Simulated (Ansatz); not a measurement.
Basis-set extrapolation for C$_{2}$H$_{9}$BOSi (`BOC[SiH2]C`) (PBE0-D4/def2-TZVP geometry, frozen core, Ansatz 0.2.0). Multiplicity 1, RHF reference.

```tsv
	def2-TZVPP	def2-QZVPP
HF	-469.570614	-469.588580
MP2 correlation	-0.817094	-0.873849
CCSD(T) correlation	-0.906847	not run
```

Energies in hartree. Use E(X) = E(∞) + A·exp(−7.88·√X) for Hartree–Fock and E(X) = E(∞) + B·X^(−2.97) for correlation, with X = 3 and 4, and add CCSD(T) minus MP2 of the smaller set to the MP2 limit.

Question: What is the CCSD(T) energy at the basis-set limit?

Answer: HF limit: -469.588580 + (-0.017966) × 0.13774 = -469.59105. MP2 limit: -0.873849 + (-0.056755) × 0.74074 = -0.91589. Higher-order term: -0.906847 − (-0.817094) = -0.08975. Total: -470.59669 hartree, 3.24 eV below CCSD(T)/def2-TZVPP.
